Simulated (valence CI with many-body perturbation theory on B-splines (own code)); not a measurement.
# Level structure of Lu⁶⁵⁺

Level of theory: valence CI with perturbative core correlation (CI+MBPT): four valence electrons over a frozen Dirac-Fock core [He], radial functions for each j: 11 s, 11 p, 10 d, 8 f, 5 g, 2 h, with the one-electron correlation potential Σ1, the two-electron term Σ2, the three-electron term Σ3, Breit, model QED; selected CI, second order for the rest, scaled by the run's own slope (own B-spline code, finite nucleus).

No measured spectrum was set against this ion. As an estimate, large intervals hold to a few tenths of a per cent, small ones and those within an open d or f shell to about a per cent. Among the levels kept, up to 1100 cm⁻¹ of a level comes from second order outside the variational space, and about a tenth of that is noise between levels of different J, which matters for small intervals.

Levels 46 to 90 of 214, with energies above the lowest level, (2s^2 2p1/2^2) J=0. "Leading %" is the weight of the configuration and term that name the level; weights of strongly mixed levels are sums over their largest components and can fall short, so below about 35 % the name and the second component can differ from the true leading terms, or belong to a minority configuration. In the jj column 3d3/2^4 stands for four electrons in 3d with j = 3/2. Lifetimes count E1, E2, E3, M1 and M2 decay at the calculated energies, and are blank where another channel may lead or the interval is too uncertain; long ones can be off by a factor of two.

```tsv
No.	Configuration	Term	J	E (× 10³ cm⁻¹)	Leading %	Lifetime	g	Leading jj
46	2s2p²3s	³P	1	87590	66	3.96 fs	1.547	2s 2p1/2 2p3/2 3s (98 %)
47	2s2p²3s	³D	3	87678	62	7.19 fs	1.423	2s 2p1/2 2p3/2 3s (99 %)
48	2s2p²3s	³P	2	87880	38	4.07 fs	1.212	2s 2p1/2 2p3/2 3s (99 %)
49	2s2p²3p	⁵P°	1	88071	39	6.67 fs	1.863	2s 2p1/2 2p3/2 3p1/2 (100 %)
50	2s2p²3p	⁵D°	2	88157	46	3.48 fs	1.333	2s 2p1/2 2p3/2 3p1/2 (100 %)
51	2s2p²3s	³P	0	88297	99	3.60 fs		2s 2p1/2 2p3/2 3s (99 %)
52	2s2p²3s	¹P	1	88307	45	3.72 fs	0.892	2s 2p1/2 2p3/2 3s (99 %)
53	2s2p²3s	³P	1	88352	72	8.43 fs	1.435	2s 2p1/2 2p3/2 3s (99 %)
54	2s2p²3s	¹D	2	88378	39	7.28 fs	1.196	2s 2p1/2 2p3/2 3s (99 %)
55	2s2p²3p	³D°	3	88403	33	2.39 fs	1.205	2s 2p1/2 2p3/2 3p1/2 (100 %)
56	2s2p²3p	³P°	2	88696	43	3.88 fs	1.463	2s 2p1/2 2p3/2 3p1/2 (99 %)
57	2s2p²3p	³P°	0	88942	49	2.33 fs		2s 2p1/2 2p3/2 3p1/2 (99 %)
58	2s2p²3p	³D°	1	88951	59	2.52 fs	0.887	2s 2p1/2 2p3/2 3p1/2 (99 %)
59	2s2p²3p	³F°	2	88972	45	3.66 fs	0.903	2s 2p1/2 2p3/2 3p1/2 (99 %)
60	2s2p²3p	³D°	1	89340	29	3.75 fs	1.120	2s 2p1/2 2p3/2 3p1/2 (99 %)
61	2s²2p3p	³D	3	89409	98	109 fs	1.311	2s^2 2p3/2 3p3/2 (98 %)
62	2s²2p3p	¹P	1	89415	53	72.0 fs	1.324	2s^2 2p3/2 3p3/2 (97 %)
63	2s²2p3p	³P	2	89650	64	91.5 fs	1.303	2s^2 2p3/2 3p3/2 (98 %)
64	2s²2p3p	¹S	0	89859	66	78.2 fs		2s^2 2p3/2 3p3/2 (98 %)
65	2s²2p3d	³D°	2	90109	49	771 as	1.020	2s^2 2p3/2 3d3/2 (98 %)
66	2s²2p3d	³F°	3	90174	53	827 as	1.066	2s^2 2p3/2 3d3/2 (97 %)
67	2s²2p3d	³P°	1	90205	56	646 as	1.071	2s^2 2p3/2 3d3/2 (98 %)
68	2s²2p3d	³P°	0	90235	98	836 as		2s^2 2p3/2 3d3/2 (98 %)
69	2p³3s	³P°	2	90479	45	8.16 fs	1.479	2p1/2^2 2p3/2 3s (94 %)
70	2p³3s	¹P°	1	90546	29	4.08 fs	1.178	2p1/2^2 2p3/2 3s (91 %)
71	2s²2p3d	³F°	4	90751	96	4.35 ps	1.232	2s^2 2p3/2 3d5/2 (96 %)
72	2s²2p3d	³P°	2	90853	44	1.05 fs	1.227	2s^2 2p3/2 3d5/2 (95 %)
73	2s2p²3p	⁵D°	3	90882	49	7.44 fs	1.470	2s 2p1/2 2p3/2 3p3/2 (95 %)
74	2s2p²3p	³P°	1	90977	27	3.07 fs	1.517	2s 2p1/2 2p3/2 3p3/2 (95 %)
75	2s²2p3d	³D°	3	90992	60	486 as	1.214	2s^2 2p3/2 3d5/2 (91 %)
76	2s²2p3d	¹P°	1	91091	60	708 as	1.078	2s^2 2p3/2 3d5/2 (96 %)
77	2s2p²3p	³D°	2	91100	45	3.36 fs	1.401	2s 2p1/2 2p3/2 3p3/2 (97 %)
78	2p³3p	³P	1	91162	31	1.11 fs	1.479	2p1/2^2 2p3/2 3p1/2 (95 %)
79	2p³3p	³D	2	91174	24	1.14 fs	1.158	2p1/2^2 2p3/2 3p1/2 (95 %)
80	2s2p²3p	³P°	0	91203	80	2.13 fs		2s 2p1/2 2p3/2 3p3/2 (100 %)
81	2s2p²3p	³F°	4	91214	60	339 fs	1.312	2s 2p1/2 2p3/2 3p3/2 (96 %)
82	2s2p²3p	³P°	2	91331	50	4.07 fs	1.392	2s 2p1/2 2p3/2 3p3/2 (96 %)
83	2s2p²3p	³D°	3	91416	53	3.45 fs	1.271	2s 2p1/2 2p3/2 3p3/2 (98 %)
84	2s2p²3p	¹P°	1	91454	39	2.15 fs	1.162	2s 2p1/2 2p3/2 3p3/2 (95 %)
85	2s2p²3d	⁵F	2	91530	44	2.70 fs	1.142	2s 2p1/2 2p3/2 3d3/2 (99 %)
86	2s2p²3d	⁵D	1	91550	49	3.24 fs	1.152	2s 2p1/2 2p3/2 3d3/2 (99 %)
87	2s2p²3d	⁵D	0	91561	82	10.2 fs		2s 2p1/2 2p3/2 3d3/2 (100 %)
88	2s2p²3d	⁵F	3	91607	50	2.52 fs	1.159	2s 2p1/2 2p3/2 3d3/2 (98 %)
89	2s2p²3p	³D°	2	91827	37	3.79 fs	1.343	2s 2p1/2 2p3/2 3p3/2 (98 %)
90	2s2p²3p	³D°	3	91845	46	4.97 fs	1.165	2s 2p1/2 2p3/2 3p3/2 (99 %)
```
